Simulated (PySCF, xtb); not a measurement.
CH7NSi, SMILES C[SiH2]N.

Geometry: PBE0-D3(BJ)/def2-SVP. The values are those of a single conformer.

The numbers are results of IEF-PCM-ωB97X/def2-SVP in PySCF, not measurements.

The values are the electrostatic part of the solvation free energy, E(continuum) − E(gas) at the gas-phase geometry, in a cavity of scaled van der Waals radii (PySCF's table); cavitation and dispersion terms are not included. In vacuum the orbital gap is 12.92 eV. The dipole moment in vacuum is 1.62 D.

```
solvent           ε  ΔG(elec) (kcal/mol)  dipole (D)  gap (eV)
------------  -----  -------------------  ----------  --------
water         78.36                 -3.2        2.05     13.08
benzene        2.27                 -1.4        1.80     12.99
acetonitrile  35.69                 -3.1        2.04     13.08
```

For comparison, GFN2-xTB/ALPB(water) (xtb, at the GFN2-xTB geometry, all terms of that model) gives -2.0 kcal/mol.
